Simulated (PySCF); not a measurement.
# Bond curve of CaB⁺

Set-up: basis Ca x2c-SVPall, B x2c-SVPall; spin-free X2C with a Gaussian nucleus; PySCF 2.14. Energies in eV from Ca⁺ + B in their ground configurations at the same level. State: ³Π (triplet), unpaired electrons σ ↑, π ↑.

```tsv
R (Å)	BLYP	UHF-CCSD	UHF-MP2
2.115	-0.690		0.1626
2.213	-0.996	-0.1064	-0.1877
2.312	-1.178	-0.3215	-0.3976
2.385	-1.252	-0.4154	-0.4851
2.459	-1.285	-0.4659	-0.5273
2.533	-1.286	-0.4838	-0.5353
2.631	-1.249	-0.4729	-0.5092
2.754	-1.163	-0.4295	-0.4390
2.902	-1.028	-0.3641	-0.3233
3.098	-0.831		-0.2186
```

Put a parabola through the three lowest points of the BLYP curve and estimate Re, k and ωe (reduced mass 8.631 u; 1 eV/Å² = 0.16022 mdyn/Å; ωe = 1302.8·√(k/μ) cm⁻¹).

Through R = 2.459, 2.533, 2.631 Å the second-order coefficient is 2.27 eV/Å², so Re ≈ 2.499 Å, k ≈ 0.729 mdyn/Å and ωe ≈ 379 cm⁻¹. A polynomial fit of higher order to the unrounded BLYP energies gives Re = 2.497 Å, k = 0.827 mdyn/Å, ωe = 403 cm⁻¹; anharmonicity and rounding make the difference.

The higher-order fit for each curve: BLYP: Re = 2.497 Å, ωe = 403 cm⁻¹, De = 1.29 eV; UHF-CCSD: Re = 2.549 Å, ωe = 348 cm⁻¹, De = 0.484 eV; UHF-MP2: Re = 2.516 Å, ωe = 390 cm⁻¹, De = 0.54 eV.

Correlated steps freeze 6 core orbitals. Correlated levels converge slowly with the basis: in double zeta they bind strong bonds too weakly, by up to about 1 eV, and carry superposition errors of some tenths. For an ion De counts to the pair picked by the measured ionisation energies or electron affinities, which need not be the lowest pair at this level. The state was picked by a PBE0 search and need not be the measured ground state.
